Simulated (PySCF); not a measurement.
# RbH and its ions

RHF-SCS-MP2; PySCF, scalar-relativistic core potentials, basis sets Rb def2-SVP with ECP28, H def2-SVP. Neutral (RHF): singlet (closed shell), Re = 2.425 Å, ωe = 945 cm⁻¹, De = 1.27 eV.

RbH⁺ (UHF): doublet (σ ↑), Re = 3.917 Å, ωe = 56.9 cm⁻¹, De = 0.01 eV to Rb⁺ + H. The energies at the minima are -24.39866 hartree for RbH and -24.20535 for RbH⁺.

Task: Work out the adiabatic ionisation energy, without and with harmonic zero-point energies (1 hartree = 27.2114 eV, 1 eV = 8065.5 cm⁻¹), and the change of the bond length.

Result: At SCS-MP2: 0.19331 hartree = 5.260 eV between the minima; the zero-point term (56.9 − 945.0)/2 cm⁻¹ = -0.055 eV makes it 5.205 eV. Re changes by +149.2 pm against the neutral. The electron leaves a σ orbital, and the ion is left as a loose complex of an ion and an atom.

Correlated steps freeze no core orbitals. Weak bonds: RbH⁺. Basis-set superposition, not corrected here, can be much of De in a small basis, most of all at correlated wavefunction levels. Spin–orbit coupling is left out. For an ion De counts to the pair picked by the measured ionisation energies or electron affinities, which need not be the lowest pair at this level. Where the molecule has an RHF reference, its open-shell atoms are computed with UHF. States were picked by a PBE0 search and need not be the measured ground states.

Neutral and ion stand on different kinds of reference determinant, which adds to the error of the difference.
